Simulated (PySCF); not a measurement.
PySCF input file for Si(F)(NHMe)(OH)2 (CH6FNO2Si), SMILES CN[Si](O)(O)F, PBE0-D3(BJ)/def2-SVP. The structure is a stationary point at PBE0-D3(BJ)/def2-SVP. The structure was generated by enumeration, and PubChem lists no compound with its InChIKey, so it may never have been made. One conformer was computed; it need not be the lowest.

```python
import numpy as np
from pyscf import gto, scf, dft, df
from pyscf.hessian import thermo

mol = gto.M(
    atom='''
    C     2.33598776    0.06705770   -0.49030364
    N     1.07174699   -0.62909300   -0.49497139
    Si   -0.40159528   -0.02069909    0.07930216
    O    -0.53781366    1.58802210   -0.25354080
    O    -1.56945050   -0.99224997   -0.55769841
    F    -0.59878404   -0.05016396    1.68762635
    H     3.02421970   -0.28159134    0.30091590
    H     2.16100731    1.13964210   -0.31897299
    H     2.86040017   -0.02686225   -1.45701320
    H     1.12221994   -1.61943875   -0.70334195
    H    -0.43704052    1.82187313   -1.18046770
    H    -2.37945834   -1.05723242   -0.04345241
    ''',
    basis='def2-SVP',
    charge=0,
    spin=0,
    max_memory=1600,
    verbose=3,
)
mf = dft.RKS(mol, xc='pbe0').density_fit(auxbasis='def2-universal-jkfit')
mf.disp = 'd3bj'
mf.grids.level = 3
mf.conv_tol = 1e-11
mf.max_cycle = 100
mf.kernel()

# analytic Hessian; the response equations are solved on a coarser grid
h, args, fine = mf.Hessian(), (mf.mo_energy, mf.mo_coeff, mf.mo_occ), mf.grids
h.max_memory = max(150, 2.5e-5 * df.make_auxmol(mol, mf.with_df.auxbasis).nao * mol.nelec[0] * (mol.nelec[0] + mol.nao))  # MB; small integral blocks
h1ao = h.make_h1(mf.mo_coeff, mf.mo_occ)
mf.grids = dft.Grids(mol).set(level=1).build(with_non0tab=True)
mo1, mo_e1 = h.solve_mo1(*args, h1ao)
mf.grids = fine
hess = h.hess_elec(*args, mo1, mo_e1, h1ao) + h.hess_nuc()
if mf.do_disp():
    hess += h.get_dispersion()
for i in range(mol.natm):  # the analytic DFT Hessian lacks the response of the grid: restore translational invariance
    hess[i, i] -= hess[i].sum(axis=0)
hess = (hess + hess.transpose(1, 0, 3, 2)) / 2
vib = thermo.harmonic_analysis(mol, hess, imaginary_freq=False)
thermo.dump_normal_mode(mol, vib)
th = thermo.thermo(mf, vib['freq_au'][vib['freq_au'] > 0], 298.15, 101325)
thermo.dump_thermo(mol, th)
g0 = mf.nuc_grad_method().set(verbose=0).kernel()

# dipole derivatives [dipole axis, atom, xyz] from the same response
r, irp = mol.intor('int1e_r'), mol.intor('int1e_irp').reshape(3, 3, mol.nao, mol.nao)
sl, dm0, ok = mol.aoslice_by_atom(), np.array(mf.make_rdm1()), []
dmu = np.einsum('a,xt->xat', mol.atom_charges(), np.eye(3))
for a, (_, _, p0, p1) in enumerate(sl):
    dmu[:, a] += 2 * np.einsum('xtij,ij->xt', irp[:, :, :, p0:p1], dm0.reshape(-1, mol.nao, mol.nao).sum(0)[:, p0:p1])
    for u, c, occ, f in [(mo1, mf.mo_coeff, mf.mo_occ, 4)]:
        dmu[:, a] -= f * np.einsum('tui,xuv,vi->xt', u[a], r, c[:, occ > 0], optimize=True)
L = vib['norm_mode']
ir = 974.8801 * (np.einsum('xat,kat->kx', dmu, L) ** 2).sum(1)       # km/mol
apt = np.einsum('xax->a', dmu) / 3
print('mode   freq/cm-1   IR/(km/mol)')
for k, w in enumerate(vib['freq_wavenumber']):
    print(f'{k + 1:4d} {w:11.2f} {ir[k]:13.3f}')
print('max |gradient| / (hartree/bohr):', abs(g0).max())
print('APT charges:', apt.round(4))
```

Output:

```
converged SCF energy = -635.602475108457

WARN: DFTD3 does not support analytical Hessian, using finite difference


WARN: Mole.unit (angstrom) is changed to Bohr

Mode                                 0                   1                   2
Irrep
Freq [cm^-1]                       82.2896            144.3107            165.7461
Reduced mass [au]                   3.5188              1.2197              2.5397
Force const [Dyne/A]                0.0140              0.0150              0.0411
Char temp [K]                     118.3964            207.6309            238.4717
Normal mode                   x     y     z       x     y     z       x     y     z
       0   C                 0.01 -0.05  0.14   -0.03  0.05  0.02    0.07 -0.11 -0.06
       1   N                -0.03  0.03 -0.10    0.00 -0.01 -0.01   -0.00  0.03  0.01
       2  Si                -0.01  0.01 -0.03    0.00 -0.01 -0.01    0.00  0.04  0.01
       3   O                -0.07  0.01 -0.01    0.04 -0.01 -0.01   -0.10  0.03  0.05
       4   O                -0.02 -0.02  0.03   -0.05  0.04 -0.00    0.08 -0.03 -0.03
       5   F                 0.10  0.01 -0.01    0.03 -0.04 -0.00   -0.03  0.01  0.01
       6   H                -0.13 -0.13  0.23   -0.19  0.42  0.32   -0.02 -0.00  0.06
       7   H                 0.05 -0.05  0.17   -0.13  0.11 -0.47    0.18 -0.05 -0.31
       8   H                 0.16 -0.02  0.22    0.19 -0.33  0.18    0.12 -0.38 -0.00
       9   H                -0.05  0.04 -0.16    0.08 -0.05  0.20   -0.09  0.02  0.03
      10   H                -0.05  0.01 -0.01   -0.13 -0.03 -0.03   -0.16  0.06  0.05
      11   H                -0.00 -0.02  0.06   -0.04  0.07  0.01    0.05 -0.06 -0.08
Mode                                 3                   4                   5
Irrep
Freq [cm^-1]                      212.8160            254.5070            304.3718
Reduced mass [au]                   2.1917              1.9103              1.7966
Force const [Dyne/A]                0.0585              0.0729              0.0981
Char temp [K]                     306.1949            366.1789            437.9232
Normal mode                   x     y     z       x     y     z       x     y     z
       0   C                 0.01  0.01 -0.01    0.06 -0.02  0.00   -0.05  0.00  0.02
       1   N                -0.02  0.05 -0.09    0.04  0.02  0.06   -0.02 -0.05 -0.01
       2  Si                -0.00  0.01 -0.01    0.01  0.02 -0.02    0.00 -0.01 -0.02
       3   O                 0.08  0.02  0.02   -0.03  0.01 -0.05    0.06  0.02  0.09
       4   O                 0.01 -0.06  0.07   -0.06  0.07  0.03    0.03 -0.03 -0.04
       5   F                -0.09 -0.01 -0.01   -0.01 -0.08 -0.02    0.01  0.08 -0.02
       6   H                -0.08  0.04  0.09    0.10 -0.08 -0.06   -0.05  0.01  0.01
       7   H                 0.03  0.02 -0.10    0.11 -0.02  0.06   -0.12 -0.01  0.04
       8   H                 0.10 -0.08  0.05   -0.00  0.01 -0.04   -0.04  0.06  0.02
       9   H                -0.03  0.05 -0.10    0.03  0.01  0.11   -0.01 -0.05 -0.02
      10   H                 0.40  0.06  0.06   -0.27 -0.03 -0.09   -0.56  0.07  0.03
      11   H                 0.16 -0.30  0.29    0.22 -0.36  0.43    0.17 -0.37  0.14
Mode                                 6                   7                   8
Irrep
Freq [cm^-1]                      334.3763            345.9865            368.4904
Reduced mass [au]                   2.3154              3.1136              3.8405
Force const [Dyne/A]                0.1525              0.2196              0.3072
Char temp [K]                     481.0931            497.7975            530.1756
Normal mode                   x     y     z       x     y     z       x     y     z
       0   C                 0.07  0.01 -0.00   -0.01 -0.00  0.00   -0.04 -0.01  0.01
       1   N                 0.05  0.01 -0.06   -0.03  0.04 -0.09   -0.04  0.01  0.02
       2  Si                 0.04 -0.03 -0.02    0.02 -0.00  0.07   -0.02  0.06 -0.02
       3   O                -0.01 -0.02  0.05    0.04 -0.03 -0.09    0.06  0.08 -0.03
       4   O                -0.04  0.00  0.09    0.04  0.04 -0.03    0.06 -0.08  0.07
       5   F                -0.09  0.02 -0.04   -0.04 -0.02  0.08    0.01 -0.09 -0.02
       6   H                 0.04 -0.04 -0.00   -0.05 -0.06  0.01   -0.03 -0.06 -0.02
       7   H                 0.06  0.00  0.05    0.01 -0.00  0.03   -0.03 -0.02  0.07
       8   H                 0.08  0.05  0.00    0.03  0.02  0.02   -0.06  0.03 -0.01
       9   H                 0.09 -0.01  0.00   -0.05  0.05 -0.15   -0.04 -0.04  0.25
      10   H                -0.38  0.02  0.02   -0.34 -0.28 -0.19   -0.24  0.03 -0.08
      11   H                -0.14  0.45 -0.01    0.02 -0.04 -0.08   -0.09  0.20 -0.13
Mode                                 9                  10                  11
Irrep
Freq [cm^-1]                      443.5783            477.7870            730.4821
[...]
Freq [cm^-1]                     1146.9552           1190.5013           1412.7438
Reduced mass [au]                   1.2890              3.0667              1.6252
Force const [Dyne/A]                0.9990              2.5608              1.9111
Char temp [K]                    1650.2132           1712.8663           2032.6238
Normal mode                   x     y     z       x     y     z       x     y     z
       0   C                 0.01 -0.02  0.12    0.11  0.12  0.02   -0.07  0.06  0.02
       1   N                -0.00  0.01 -0.06   -0.15 -0.08  0.00    0.14 -0.01 -0.03
       2  Si                -0.00  0.01 -0.00    0.02 -0.01 -0.01   -0.02  0.00  0.01
       3   O                -0.00 -0.00  0.00   -0.00  0.00 -0.00    0.00 -0.00 -0.00
       4   O                -0.00 -0.00  0.00    0.00  0.00  0.00    0.00  0.00  0.00
       5   F                -0.00 -0.00  0.00   -0.00 -0.00  0.00    0.00  0.00 -0.00
       6   H                 0.51  0.23 -0.20    0.09 -0.04 -0.04    0.02 -0.26 -0.19
       7   H                -0.05  0.03 -0.27    0.27  0.15 -0.01   -0.01  0.07 -0.01
       8   H                -0.53 -0.14 -0.16    0.04 -0.06  0.00    0.02 -0.29  0.09
       9   H                 0.05 -0.00  0.02   -0.38 -0.10  0.05   -0.60 -0.09  0.10
      10   H                 0.00 -0.01  0.00    0.00  0.01  0.00   -0.00  0.00  0.00
      11   H                -0.00 -0.01 -0.00    0.00 -0.01 -0.01    0.00  0.01  0.01
Mode                                21                  22                  23
Irrep
Freq [cm^-1]                     1450.1518           1471.8106           1502.3129
Reduced mass [au]                   1.1838              1.0397              1.0677
Force const [Dyne/A]                1.4667              1.3269              1.4198
Char temp [K]                    2086.4456           2117.6078           2161.4937
Normal mode                   x     y     z       x     y     z       x     y     z
       0   C                -0.10 -0.05  0.01   -0.02  0.00 -0.05   -0.02  0.01  0.01
       1   N                 0.01 -0.00 -0.00   -0.00  0.00 -0.01   -0.05  0.02  0.01
       2  Si                 0.00 -0.01 -0.00    0.00 -0.00 -0.00    0.01 -0.00 -0.00
       3   O                 0.00  0.00 -0.00    0.00  0.00 -0.00   -0.00  0.00  0.00
       4   O                -0.00  0.00  0.00   -0.00 -0.00  0.00   -0.00 -0.00 -0.00
       5   F                -0.00  0.00  0.00   -0.00 -0.00 -0.00   -0.00 -0.00  0.00
       6   H                 0.24  0.33 -0.10    0.15  0.48  0.05    0.42 -0.16 -0.44
       7   H                 0.62  0.09 -0.10    0.08 -0.10  0.68   -0.32 -0.04 -0.04
       8   H                 0.28  0.37  0.15   -0.02 -0.47  0.02    0.52 -0.18  0.30
       9   H                -0.12 -0.02  0.02   -0.00  0.00 -0.00    0.20  0.04 -0.03
      10   H                -0.01 -0.00 -0.00   -0.01  0.00 -0.00    0.00 -0.00 -0.00
      11   H                -0.00 -0.00 -0.00   -0.00 -0.00 -0.00   -0.00 -0.00 -0.00
Mode                                24                  25                  26
Irrep
Freq [cm^-1]                     3021.8076           3091.6741           3146.6218
Reduced mass [au]                   1.0382              1.1054              1.1013
Force const [Dyne/A]                5.5854              6.2254              6.4249
Char temp [K]                    4347.7084           4448.2306           4527.2882
Normal mode                   x     y     z       x     y     z       x     y     z
       0   C                -0.05 -0.01 -0.01    0.01 -0.02  0.09    0.03 -0.08 -0.02
       1   N                -0.00 -0.00  0.00    0.00  0.00 -0.00    0.00  0.00  0.00
       2  Si                 0.00 -0.00 -0.00    0.00 -0.00  0.00   -0.00 -0.00 -0.00
       3   O                -0.00  0.00  0.00    0.00  0.00  0.00    0.00  0.00  0.00
       4   O                -0.00 -0.00 -0.00   -0.00 -0.00 -0.00   -0.00  0.00  0.00
       5   F                -0.00  0.00  0.00   -0.00 -0.00 -0.00    0.00  0.00  0.00
       6   H                 0.42 -0.23  0.52   -0.38  0.21 -0.44   -0.12  0.06 -0.15
       7   H                -0.06  0.36  0.05   -0.02  0.10  0.03   -0.15  0.85  0.14
       8   H                 0.25 -0.05 -0.51    0.33 -0.08 -0.62   -0.13  0.02  0.27
       9   H                -0.00 -0.00  0.00   -0.00 -0.00 -0.00    0.01 -0.01 -0.00
      10   H                 0.00 -0.00 -0.00   -0.00  0.00 -0.00   -0.00  0.00 -0.00
      11   H                -0.00 -0.00  0.00    0.00  0.00 -0.00    0.00 -0.00 -0.00
Mode                                27                  28                  29
Irrep
Freq [cm^-1]                     3653.2441           3936.9567           3942.2622
Reduced mass [au]                   1.0755              1.0667              1.0668
Force const [Dyne/A]                8.4569              9.7409              9.7686
Char temp [K]                    5256.2049           5664.4041           5672.0376
Normal mode                   x     y     z       x     y     z       x     y     z
       0   C                 0.00 -0.00 -0.00   -0.00  0.00 -0.00    0.00  0.00 -0.00
       1   N                 0.00 -0.07 -0.02    0.00 -0.00 -0.00   -0.00  0.00  0.00
       2  Si                -0.00 -0.00  0.00   -0.00  0.00  0.00   -0.00  0.00  0.00
       3   O                -0.00  0.00  0.00   -0.00 -0.00  0.01   -0.01 -0.02  0.06
       4   O                 0.00 -0.00 -0.00   -0.05 -0.01  0.03    0.01  0.00 -0.01
       5   F                -0.00  0.00  0.00    0.00  0.00  0.00   -0.00  0.00 -0.00
       6   H                 0.00  0.00  0.00    0.00 -0.00  0.00   -0.00 -0.00 -0.00
       7   H                -0.00  0.01  0.00    0.00  0.00 -0.00    0.00 -0.00 -0.00
       8   H                 0.00  0.00  0.00    0.00  0.00 -0.00   -0.00  0.00  0.00
       9   H                -0.06  0.94  0.20   -0.00  0.00  0.00   -0.00 -0.00 -0.00
      10   H                 0.00  0.00 -0.00    0.02  0.06 -0.21    0.10  0.25 -0.90
      11   H                -0.00  0.00  0.00    0.80  0.08 -0.49   -0.19 -0.02  0.11
temperature 298.1500 [K]
pressure 101325.00 [Pa]
Rotational constants [GHz] 3.81242 2.15589 2.04917
Symmetry number 1
Zero-point energy (ZPE) 0.08753 [Eh]   229816.674 [J/mol]
                           tot       elec      trans        rot        vib
Entropy [J/mol/K]       367.424      0.000    167.498    114.423     85.503
Cv [J/mol/K]            120.351      0.000     12.472     12.472     95.408
Cp [J/mol/K]            128.666      0.000     20.786     12.472     95.408
Internal energy [J/mol]                      3718.434   3718.434 244363.330
Internal energy [Eh]   -635.50657  -635.60248
Enthalpy [J/mol]                             6197.391   3718.434 244363.330
Enthalpy [Eh]          -635.50563
Gibbs free energy [J/mol]                  -43742.190 -30396.654 218870.632
Gibbs free energy [Eh] -635.54735
mode   freq/cm-1   IR/(km/mol)
   1       82.29         0.998
   2      144.31         5.020
   3      165.75         1.266
   4      212.82        45.083
   5      254.51        26.736
   6      304.37        49.652
   7      334.38        22.175
   8      345.99        36.865
   9      368.49        99.251
  10      443.58        68.444
  11      477.79       124.051
  12      730.48         3.730
  13      808.03       133.196
  14      813.17       167.935
  15      922.54       145.930
  16      960.04       291.936
  17      987.74       142.671
  18     1099.04        29.136
  19     1146.96         0.367
  20     1190.50       105.325
  21     1412.74       102.168
  22     1450.15        14.775
  23     1471.81         3.903
  24     1502.31        11.940
  25     3021.81        75.238
  26     3091.67        36.018
  27     3146.62        11.882
  28     3653.24        34.491
  29     3936.96       138.773
  30     3942.26        80.054
max |gradient| / (hartree/bohr): 6.371327886979682e-05
APT charges: [ 0.3745 -0.8971  2.211  -0.8564 -0.8873 -0.6723 -0.06    0.0156 -0.052
  0.1861  0.3143  0.3238]
```

The run converged.

Cost: roughly 2.7 core-minutes.
